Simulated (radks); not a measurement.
Task: These are the eigenvalues of the occupied orbitals of an atom or ion with whole-number occupations (eV). Calculated with a radial shooting solver on a logarithmic mesh with Libxc functionals: Dirac Kohn-Sham, PBE, spin-unpolarised, spherical densities, point nucleus.

1s1/2: -12538.27
2s1/2: -1643.218
2p1/2: -1477.943
2p3/2: -1436.173
3s1/2: -249.8716
3p1/2: -193.3254
3p3/2: -187.4441
3d3/2: -89.9590
3d5/2: -89.0584
4s1/2: -49.3143
4p1/2: -36.8103
4p3/2: -36.2183

Which element is it, and in what charge state? The configuration may be excited. Open shells, if any, are shared by 2j + 1.

Result: Z = 34, selenium, charge +3: Se3+ in [Ar] 3d10 4s2 4p1. The list shows which subshells hold electrons but not how many an open one holds; the 1s level, -460.77 hartree, gives Z - s = 30.4 by -(Z - s)^2/2, which with screening and relativity narrows Z to a few neighbours, and the depths of the outer levels then fix element, charge and occupations together.
